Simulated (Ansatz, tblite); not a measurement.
Isomers of Ge7S6 (singlet), found by a short tight-binding search and relaxed with r2SCAN-D4/def2-SVP in Ansatz.

The xTB rows come from tblite.

Other spin states weren't relaxed.

A:

```xyz
13

Ge   -2.820    1.361    0.568
Ge   -1.007   -0.488   -2.143
Ge   -1.418   -0.069    2.442
Ge    1.554    2.121    0.093
Ge    0.677   -1.180    1.495
Ge   -1.281    2.994   -0.680
Ge    2.362   -2.269   -0.919
S    -1.971   -0.815    0.203
S     2.415   -0.085    0.564
S    -0.507    2.158    1.545
S     1.133   -3.219    1.012
S     0.259    1.558   -1.823
S     0.604   -2.068   -2.357
```

B:

```tsv
atom	x (Å)	y (Å)	z (Å)
Ge1	-2.3022	-1.5520	1.3956
Ge2	0.2003	1.1448	0.1879
Ge3	1.7070	1.2698	3.0050
Ge4	-0.5878	1.0457	-2.2126
Ge5	-0.3659	-0.5235	2.8848
Ge6	1.3573	-2.4609	-0.5618
Ge7	-0.9182	-1.4092	-2.7690
S8	1.4076	-1.0161	-2.3674
S9	1.0879	2.8056	1.4192
S10	-0.1936	2.8180	-3.1660
S11	-1.7687	0.8127	1.4503
S12	-1.0721	-2.3334	-0.4866
S13	1.4484	-0.6017	1.2205
```

Problem. Estimate which lies lowest at each level, and how far above it the others are (kcal/mol).

Solution. 
```
             level    A     B
          GFN1-xTB  0.0   2.7
          GFN2-xTB  0.0  24.5
   PBE-D4/def2-SVP  0.0  15.4
r2SCAN-D4/def2-SVP  0.0  11.4
  PBE0-D4/def2-SVP  0.0  13.4
```
Point groups (tolerance 0.1 Å): A not assigned, B not assigned. Lower isomers may exist.
